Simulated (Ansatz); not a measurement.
`FBC[CH2][GaH2]` and `FBC[SiH3]` differ in one atom or group.

Ansatz, PBE0-D4/def2-TZVP geometries, multiplicity 1. Each molecule was computed in one conformer, which needn't be the lowest.

Scalar relativity is left out up to krypton.

| property | `FBC[CH2][GaH2]` |
| --- | --- |
| HOMO–LUMO gap (B3LYP/def2-TZVPP) / eV | 6.08 |
| HOMO energy (PBE0/def2-TZVPP) / eV | -7.58 |
| HOMO energy (ωB97M-V/def2-TZVPP) / eV | -9.77 |
| LUMO energy (ωB97M-V/def2-TZVPP) / eV | 0.67 |
| HOMO–LUMO gap (PBE/def2-TZVPP) / eV | 4.41 |
| size of the dipole moment (ωB97M-V/def2-TZVPP) / D | 1.31 |

**Question.** What does the change do to each property? (Best estimate.)

**Answer.** Computed: 
```csv
property,`FBC[SiH3]`,shift
HOMO–LUMO gap (B3LYP/def2-TZVPP) / eV,7.70,1.62
HOMO energy (PBE0/def2-TZVPP) / eV,-8.86,-1.28
HOMO energy (ωB97M-V/def2-TZVPP) / eV,-11.15,-1.38
LUMO energy (ωB97M-V/def2-TZVPP) / eV,1.20,0.53
HOMO–LUMO gap (PBE/def2-TZVPP) / eV,5.70,1.29
size of the dipole moment (ωB97M-V/def2-TZVPP) / D,1.35,0.04
```

With PBE0 the HOMO falls by 1.28 eV and the LUMO rises by 0.33 eV, so the gap widens by about 1.61 eV. PBE moves the HOMO by -1.04 eV and ωB97M-V by -1.38 eV. The zero-point energy changes by -41.3 kJ/mol with -6 modes. Dipoles are sizes alone; their direction can turn.

Positive LUMOs are unbound, so they and the gaps depend on the basis.

B3LYP here is the variant with VWN-RPA as its local correlation; programs differ in this.
